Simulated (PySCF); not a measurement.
C8H4N2OS2, SMILES o1c(nnc1)-c1cc2c(s1)ccs2.

The structure is a stationary point at PBE0-D3(BJ)/def2-SVP. This is a generated structure with no PubChem entry under its InChIKey; it may be hypothetical. The values are those of a single conformer.

These are HF/def2-SVP in PySCF values and carry that method's errors.

Symmetry labels are those of the subgroup Cs that the program uses (full group Cs).

Computed valence orbital energies around the gap with their symmetry:
| orbital | symmetry | energy (eV) |
|---|---|---|
| HOMO−7 | A" | -13.76 |
| HOMO−6 | A" | -13.46 |
| HOMO−5 | A' | -13.08 |
| HOMO−4 | A' | -12.43 |
| HOMO−3 | A" | -11.46 |
| HOMO−2 | A" | -10.70 |
| HOMO−1 | A" | -9.14 |
| HOMO | A" | -8.27 |
| LUMO | A" | 1.37 |
| LUMO+1 | A" | 3.80 |
| LUMO+2 | A" | 4.66 |
| LUMO+3 | A' | 4.68 |
